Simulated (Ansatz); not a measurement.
Reactions of `C=[C](F)[GaH2]`.

Program: Ansatz. Geometries: PBE0-D4/def2-TZVP. ΔE: electronic, gas phase. CBS: MP2 limit from def2 TZ/QZ plus the TZ coupled-cluster correction, frozen cores. This one scheme is used for every species. For Ga outer-core shells are correlated without core-valence functions, which leaves a few kJ/mol of doubt a bond. Scalar relativity is left out up to krypton. One conformer a species, not always the lowest.

```csv
reaction,HF/CBS(def2) (kJ/mol),CCSD(T)/CBS(def2) (kJ/mol)
`C=[C](F)[GaH2]` + `OBN([SiH3])[SiH3]` → `[SiH3][N]([SiH3])[GaH2]` + `C=C(F)BO`,20,12
`C=[C](F)[GaH2]` + `O[SiH2]O` → `[GaH3]` + `C=C(F)[SiH](O)O`,-3,3
`C=[C](F)[GaH2]` + H₂O → `C=[C](O)[GaH2]` + H–F,3,-11
`C=[C](F)[GaH2]` + H₂O → `C=C(O)F` + `[GaH3]`,23,52
`C=[C](F)[GaH2]` + `C=N` → `C=[N][GaH2]` + `C=CF`,-36,-31
`C=[C](F)[GaH2]` + H₂O → `[OH][GaH2]` + `C=CF`,-85,-69
`C=[C](F)[GaH2]` → `C=[CH][GaH][F]`,-181,-179
```

Largest T1 diagnostic: 0.017, for `C=[N][GaH2]`.
